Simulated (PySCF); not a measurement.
H₈Al₂N₂, singlet, PBE0/def2-SVP optimised geometry.

```
12

Al     1.03     0.98     0.00
Al    -1.03    -0.98     0.00
N     -0.94     0.98     0.00
H     -1.37     1.43    -0.82
H     -1.37     1.43     0.82
H      1.58     1.51     1.40
H      1.57     1.51    -1.41
N      0.94    -0.98     0.00
H      1.37    -1.43    -0.82
H      1.37    -1.43     0.82
H     -1.58    -1.51     1.40
H     -1.58    -1.51    -1.41
```

Density from PySCF 2.14.0 with PBE0/def2-TZVP at that geometry.

Minimum of the electron density along straight lines between bonded atoms, close to the bond critical point (lines longer than 1.1 times the sum of covalent radii, or with two minima, are not listed):

```json
[
 {"bond": "Al1–N3", "length / Å": "1.972", "ρ at the minimum / e bohr⁻³": "0.067", "∇²ρ there / e bohr⁻⁵": "0.31", "position (fraction from the first atom)": "0.41"},
 {"bond": "Al2–N3", "length / Å": "1.972", "ρ at the minimum / e bohr⁻³": "0.067", "∇²ρ there / e bohr⁻⁵": "0.31", "position (fraction from the first atom)": "0.41"},
 {"bond": "N3–H4", "length / Å": "1.021", "ρ at the minimum / e bohr⁻³": "0.327", "∇²ρ there / e bohr⁻⁵": "-1.56", "position (fraction from the first atom)": "0.74"},
 {"bond": "N3–H5", "length / Å": "1.021", "ρ at the minimum / e bohr⁻³": "0.327", "∇²ρ there / e bohr⁻⁵": "-1.56", "position (fraction from the first atom)": "0.74"},
 {"bond": "Al1–H6", "length / Å": "1.596", "ρ at the minimum / e bohr⁻³": "0.080", "∇²ρ there / e bohr⁻⁵": "0.21", "position (fraction from the first atom)": "0.50"},
 {"bond": "Al1–H7", "length / Å": "1.596", "ρ at the minimum / e bohr⁻³": "0.080", "∇²ρ there / e bohr⁻⁵": "0.21", "position (fraction from the first atom)": "0.50"},
 {"bond": "Al1–N8", "length / Å": "1.971", "ρ at the minimum / e bohr⁻³": "0.067", "∇²ρ there / e bohr⁻⁵": "0.31", "position (fraction from the first atom)": "0.41"},
 {"bond": "Al2–N8", "length / Å": "1.971", "ρ at the minimum / e bohr⁻³": "0.067", "∇²ρ there / e bohr⁻⁵": "0.31", "position (fraction from the first atom)": "0.41"},
 {"bond": "N8–H9", "length / Å": "1.021", "ρ at the minimum / e bohr⁻³": "0.327", "∇²ρ there / e bohr⁻⁵": "-1.56", "position (fraction from the first atom)": "0.74"},
 {"bond": "N8–H10", "length / Å": "1.021", "ρ at the minimum / e bohr⁻³": "0.327", "∇²ρ there / e bohr⁻⁵": "-1.56", "position (fraction from the first atom)": "0.74"},
 {"bond": "Al2–H11", "length / Å": "1.596", "ρ at the minimum / e bohr⁻³": "0.080", "∇²ρ there / e bohr⁻⁵": "0.21", "position (fraction from the first atom)": "0.50"},
 {"bond": "Al2–H12", "length / Å": "1.596", "ρ at the minimum / e bohr⁻³": "0.080", "∇²ρ there / e bohr⁻⁵": "0.21", "position (fraction from the first atom)": "0.50"}
]
```
